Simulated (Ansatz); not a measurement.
Two isomers of BH6NOSi: A = `OBN[SiH3]`, B = `NB[SiH2]O`.

Computed with Ansatz on PBE0-D4/def2-TZVP structures; ΔE is electronic, products minus reactants. CCSD(T)/CBS is the MP2 limit (def2-TZVPP, def2-QZVPP) plus CCSD(T) − MP2 in def2-TZVPP, frozen cores. DFT in def2-TZVPP. B3LYP here is the variant with VWN-RPA as its local correlation; programs differ in this. Each species was taken in one conformer, which may not be the lowest.

A:

Z-matrix (Å, degrees):
```
Si
N 1 1.742
H 1 1.487 2 106.6
H 1 1.485 2 111.7 3 -119.1
H 1 1.485 2 111.6 3 119.1
B 2 1.410 1 125.7 3 -179.6
H 2 1.007 1 117.3 3 0.4
O 6 1.369 2 117.2 1 -0.0
H 6 1.201 2 121.4 1 179.9
H 8 0.957 6 113.4 2 180.0
```

B:

```xyz
10

N    -1.8816   -0.2265   -0.1396
B    -0.5829   -0.2649   -0.6223
Si    0.9974    0.0218    0.6004
O     2.0983    1.1005   -0.0177
H    -2.6917   -0.3820   -0.7180
H    -2.1126   -0.0351    0.8216
H    -0.4429   -0.4875   -1.7958
H     1.6582   -1.2919    0.8841
H     0.6003    0.5960    1.9178
H     2.3575    0.9696   -0.9305
```

(1) Which isomer does CCSD(T)/CBS put lower? Give the gap. (An estimate is asked.)

(2) Give E(B) − E(A) in kJ/mol with ωB97M-V, B3LYP, HF/def2-TZVPP, CCSD(T)/def2-TZVPP, MP2/def2-TZVPP, B2PLYP, PBE0-D4. (Estimate.)

(3) Does the order hold for the free energy at 298.15 K (harmonic terms from PBE0-D4)? (Estimate.)

Largest T1 diagnostic: 0.013.

Results:

(1) The calculation gave: A, by 100.5 kJ/mol.

(2) Ansatz gave: ωB97M-V 103.8, B3LYP 98.7, HF/def2-TZVPP 115.3, CCSD(T)/def2-TZVPP 101.7, MP2/def2-TZVPP 106.8, B2PLYP 102.2, PBE0-D4 94.8. None reverses the order clearly.

(3) Computed: Yes: G(B) − G(A) = +101.5 kJ/mol, for one conformer each.

From PBE to PBE0 (25 % exact exchange), in def2-TZVPP and without D4, E(B) − E(A) moves by +5.9 kJ/mol. In def2-TZVPP, CCSD(T) changes the Hartree–Fock value by −13.5 kJ/mol (the triples alone add −1.3 kJ/mol) and MP2 by −8.5 kJ/mol.
